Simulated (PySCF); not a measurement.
**EPR parameters of [C6H6OS2]-**

Compound: C6H6OS2 (charge -1 and doublet state).
SMILES with atom numbers: `[CH3:1][C:2]([S-:3])[C:4]1=[CH:5][C:6](=[O:7])[CH2:8][S:9]1` (hydrogens: H10, H11, H12 on C1; H13 on C5; H14, H15 on C8)

Cartesian coordinates in Å at the GFN2-xTB level; atoms count from 1:
```xyz
15
C6H6OS2 angstrom
C     -2.5284    0.4641    0.3745
C     -1.5309   -0.6005    0.0251
S     -2.0842   -2.1715   -0.2576
C     -0.1849   -0.2837   -0.0518
C      0.9010   -1.1046   -0.3408
C      2.1695   -0.5151   -0.3463
O      3.2753   -1.0232   -0.5700
C      2.0800    0.9851   -0.0129
S      0.3431    1.3942    0.2501
H     -2.4538    1.3009   -0.3232
H     -3.5357    0.0551    0.3424
H     -2.3312    0.8541    1.3755
H      0.7541   -2.1503   -0.5479
H      2.4755    1.5898   -0.8314
H      2.6463    1.2137    0.8923
```

The hyperfine couplings belong to this conformer and change with its torsions.

Method used: UKS B3LYP, pcH-1 on C H O S, non-relativistic, mean-field spin-orbit, GIAO in PySCF 2.14.0. Whether the extra electron is bound in the gas phase wasn't checked; a finite basis holds it in any case. A GFN2-xTB geometry isn't a minimum of the functional, and hyperfine couplings can be far from their values at a DFT geometry, by a factor of two or more for some ions and for spin on atoms past the first row. No stability test was run, so a lower SCF solution isn't excluded.

| Property | Result |
| --- | --- |
| g1, g2, g3 | 2.00200, 2.00985, 2.02558 |
| g_iso | 2.01247 |
| Form of g | rhombic: the two nearest values differ by 33 % of g3 − g1 |
| ⟨S²⟩ | 0.7553 (exact 0.7500) |
| α and β electrons | 42, 41 |

Isotropic coupling and dipolar principal values T1 to T3, in MHz; ρ(0) is the spin density at the nucleus:

| atom | isotope | a_iso | of which spin–orbit | T1 | T2 | T3 | Mulliken spin population | ρ(0) (bohr⁻³) |
| --- | --- | --- | --- | --- | --- | --- | --- | --- |
| C1 | 13C | -9.8 | 0.0 | -0.6 | -0.2 | 0.8 | -0.02 | -0.0087 |
| C2 | 13C | 13.7 | 0.4 | -21.5 | -20.2 | 41.7 | 0.18 | 0.0119 |
| S3 | 33S | 7.5 | 1.0 | -34.6 | -33.0 | 67.7 | 0.39 | 0.0189 |
| C4 | 13C | -4.2 | 0.0 | -11.5 | -8.9 | 20.4 | 0.08 | -0.0037 |
| C5 | 13C | 6.6 | 0.0 | -14.3 | -12.7 | 26.9 | 0.18 | 0.0059 |
| C6 | 13C | -7.9 | 0.0 | -4.6 | -2.0 | 6.7 | 0.03 | -0.0071 |
| O7 | 17O | -9.4 | -0.1 | -38.4 | 19.0 | 19.4 | 0.12 | 0.0153 |
| C8 | 13C | -6.1 | 0.0 | -0.5 | -0.1 | 0.5 | -0.01 | -0.0054 |
| S9 | 33S | 0.5 | -0.1 | -2.8 | -2.1 | 5.0 | 0.02 | 0.0016 |
| H10 | 1H | 18.4 | 0.0 | -2.3 | -1.6 | 3.9 | 0.01 | 0.0041 |
| H11 | 1H | 0.2 | 0.0 | -1.9 | -1.4 | 3.4 | 0.00 | 0.0000 |
| H12 | 1H | 21.0 | 0.0 | -2.3 | -1.6 | 3.9 | 0.01 | 0.0047 |
| H13 | 1H | -11.3 | 0.0 | -4.0 | -2.0 | 5.9 | -0.01 | -0.0025 |
| H14 | 1H | 17.1 | 0.0 | -1.3 | -0.4 | 1.7 | 0.01 | 0.0038 |
| H15 | 1H | 17.3 | 0.0 | -1.3 | -0.4 | 1.7 | 0.01 | 0.0039 |

The Mulliken spin populations are largest on S3 (+0.39), C5 (+0.18), C2 (+0.18) and O7 (+0.12). Three atoms exceed +0.15.

C2, the radical centre as drawn in `C[C]([S-])C1=CC(=O)CS1`, holds a spin population of +0.18 out of 1.

Axes: g2 points within 12° of the C4–C5 bond and g3 points within 9° of the C2–S3 bond.

Under fast tumbling the dipolar parts average out, and these isotropic splittings remain: 2 × 1H (H14/H15, I = 1/2, 3 lines) with 0.61 mT, 3 × 1H (H10/H11/H12, I = 1/2, 4 lines) with 0.47 mT and 1 × 1H (H13, I = 1/2, 2 lines) with 0.40 mT.

Class means assume fast exchange of nuclei equivalent by connectivity; if that motion is slow, each nucleus keeps its own coupling. The three 1H nuclei of mean +13.2 MHz run from 0.2 to 21.0 MHz in the frozen geometry.

The 33S coupling of S3 (7.5 MHz) shows only in satellite lines or after enrichment, since that isotope makes up about 0.76 % of natural sulfur.

The 17O coupling of O7 (-9.4 MHz) shows only in satellite lines or after enrichment, since that isotope makes up about 0.038 % of natural oxygen.
